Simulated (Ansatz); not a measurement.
`B[SiH](Br)C=O`. Total charge 0; spin multiplicity 1. Geometry: relaxed with PBE0-D4/def2-TZVP. It is one conformer, not always the lowest.

```xyz
9

B     1.496   -0.151   -0.824
Si    0.091    0.483    0.452
Br    0.548    0.090    2.599
C    -1.595   -0.396    0.071
O    -2.106   -0.286   -1.010
H     2.553   -0.564   -0.460
H     1.249   -0.118   -1.992
H    -0.157    1.941    0.289
H    -2.079   -0.999    0.874
```

Problem. What is the dipole moment at PBE/def2-TZVPP? (Estimate.)

Solution. Computed: 0.63 D, with components (0.60, -0.10, 0.14) D in this frame, pointing from negative to positive charge.

Problem. And with r2SCAN, B3LYP, ωB97M-V? (An estimate is asked.)

Solution. Ansatz gave: r2SCAN 0.81 D, B3LYP 1.03 D, ωB97M-V 1.14 D.

Problem. Give the Mulliken charges with PBE, r2SCAN, B3LYP in def2-TZVPP. (Best estimate.)

Solution. The calculation gave: 
| atom | PBE | r2SCAN | B3LYP |
| --- | --- | --- | --- |
| B1 | -0.06 | -0.06 | -0.08 |
| Si2 | 0.25 | 0.36 | 0.31 |
| Br3 | -0.21 | -0.23 | -0.23 |
| C4 | 0.06 | 0.12 | 0.04 |
| O5 | -0.18 | -0.25 | -0.23 |
| H6 | 0.05 | 0.04 | 0.07 |
| H7 | 0.06 | 0.04 | 0.07 |
| H8 | -0.03 | -0.05 | -0.04 |
| H9 | 0.06 | 0.04 | 0.08 |

B3LYP here is the variant with VWN-RPA as its local correlation; programs differ in this.
